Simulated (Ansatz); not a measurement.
AlF₃ (SMILES [F][Al]([F])[F]), singlet, at a GFN2-xTB geometry (such geometries of metal compounds can be far from the true shape); CCSD(T)/6-31G (Ansatz, an electronic-structure program).

Input for Ansatz:
Ansatz 0.2 input:
```yaml
crystal:
  periodic: [false, false, false]
  atoms:
    - {symbol: Al, position_ang: [0.00000000, -0.00000000, -0.00000000]}
    - {symbol: F, position_ang: [-0.02093275, 1.63085400, 0.03791596]}
    - {symbol: F, position_ang: [1.42318261, -0.79710311, -0.02717492]}
    - {symbol: F, position_ang: [-1.40224986, -0.83375089, -0.01074104]}
basis:
  gaussian:
    orbitals: 6-31G
magnetization: {spin_polarized: false}
correlation: {method: ccsd_t}
scf: {lower_state_search: off}
```

The log (banner, timings and long lists left out):

```
Functional definition: HF
these checks for a lower state are left out or cut short: stability, starts, cluster_reference, orbital_swaps, neighbouring_geometries, increment
378 factors; integrals over basis functions are off by at most 2.3e-4 eV
mean field evaluation 1: about -14700.2442 eV, gradient 4.3e1 eV
mean field evaluation 2: about -14700.3147 eV, gradient 4.4e1 eV
mean field evaluation 4: about -14703.3712 eV, gradient 9.4e-1 eV
mean field evaluation 8: about -14703.4068 eV, gradient 9.8e-6 eV
mean field -14703.40679048 eV, -540.3402332232 hartree, gradient 2.5e-6 eV, S^2 0.000000; 0 other end points of the search recorded, 0 dependent functions left out
8 core orbitals not correlated
reference -14703.40679048 eV, -540.3402332232 hartree; 12, 12 occupied and 20, 20 virtual orbitals, 378 factors
second order -11.00932190 eV of doubles, -0.00000000 eV of singles
cycle   1  -10.55280494 eV  change    4.6e-1 eV  update   9.6e-2
cycle   2  -10.83579330 eV  change   -2.8e-1 eV  update   2.7e-2
cycle   3  -10.91287790 eV  change   -7.7e-2 eV  update   1.4e-2
cycle   4  -10.91224919 eV  change    6.3e-4 eV  update   2.1e-3
cycle   5  -10.90919615 eV  change    3.1e-3 eV  update   7.2e-4
cycle   6  -10.90896307 eV  change    2.3e-4 eV  update   2.1e-4
cycle   7  -10.90894498 eV  change    1.8e-5 eV  update   5.8e-5
cycle   8  -10.90890657 eV  change    3.8e-5 eV  update   1.5e-5
cycle   9  -10.90890293 eV  change    3.6e-6 eV  update   4.0e-6
perturbative correction -0.13027123 eV, -0.0047873795 hartree
Total energy: -14714.44596465 eV, -540.7459153912 hartree
Checks for a lower state left out: stability, starts, cluster_reference, orbital_swaps, neighbouring_geometries, increment
```
